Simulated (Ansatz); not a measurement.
Geometry optimisation, RKS LDA/def2-SVP (Ansatz).

The input (input.yaml):

```yaml
crystal:
  periodic: [false, false, false]
  atoms:
    - { symbol: Zr, position_ang: [-0.61907, -0.513237, -0.55925] }
    - { symbol: Cl, position_ang: [-0.05876, 0.910723, 2.825322] }
    - { symbol: O, position_ang: [1.230396, -0.683219, -0.209155] }
    - { symbol: H, position_ang: [2.169542, -0.520451, -0.025831] }
    - { symbol: O, position_ang: [-1.276505, 1.245967, -0.762582] }
    - { symbol: H, position_ang: [-1.442516, 2.195442, -0.873274] }
    - { symbol: Cl, position_ang: [-1.296411, -1.894257, -2.322892] }
    - { symbol: H, position_ang: [-1.467055, -1.175831, 0.956783] }
    - { symbol: H, position_ang: [-0.78792, -0.092336, 2.293678] }
basis:
  gaussian: { orbitals: def2-SVP }
hamiltonian:
  xc: lda
relax:
  f_tol: 0.03
  max_steps: 50
```

Run as:

```bash
$ ansatz run input.yaml --threads 4 --pin off --max-ram 5120MiB --backend cpu --events-out ev --progress --plain --runs-dir out
```

Problem. Where does it end, and by what steps?

Solution. The run converged. After 24 steps the energy has fallen by 1.806 eV; Cl7 moved furthest, 1.73 Å. Parted: Cl2–H9 (1.35 → 2.61 Å). Joined: Zr1–Cl2 (3.71 → 2.37 Å), Zr1–H9 (2.89 → 2.42 Å), H8–H9 (1.85 → 0.79 Å).

```tsv
step	energy less start (eV)	largest force component (eV/Å)	accepted
0	0.0000	0.521	yes
1	-0.1161	0.558	yes
2	-0.1862	0.849	yes
3	-0.3191	0.653	yes
4	-0.4570	1.408	yes
5	-0.5412	1.925	yes
6	-0.7374	1.704	yes
7	-1.0913	1.158	yes
8	-1.4012	0.852	yes
9	-1.4887	1.322	yes
10	-1.5669	0.236	yes
11	-1.5815	0.281	yes
12	-1.5885	0.111	yes
13	-1.5713	0.561	no
14	-1.5998	0.083	yes
15	-1.6149	0.129	yes
16	-1.6424	0.176	yes
17	-1.6821	0.269	yes
18	-1.7498	0.203	yes
19	-1.7853	0.183	yes
20	-1.7836	0.211	no
21	-1.7989	0.199	yes
22	-1.8059	0.072	yes
23	-1.8062	0.049	yes
24	-1.8064	0.005	yes
```

```xyz
9
Properties=species:S:1:pos:R:3
Zr -0.621 0.163 0.065
Cl -1.076 1.007 2.228
O 1.155 -0.485 -0.083
H 2.088 -0.616 -0.310
O -0.712 1.707 -1.015
H -0.702 2.493 -1.581
Cl -2.180 -1.291 -0.963
H -0.856 -1.976 1.180
H -0.645 -1.529 1.800
```

Whether the end is a true minimum wasn't checked by a vibrational analysis.

Run time: 22 s on 4 threads of Arm Neoverse V2, on a shared host, peak memory 0.17 GiB.
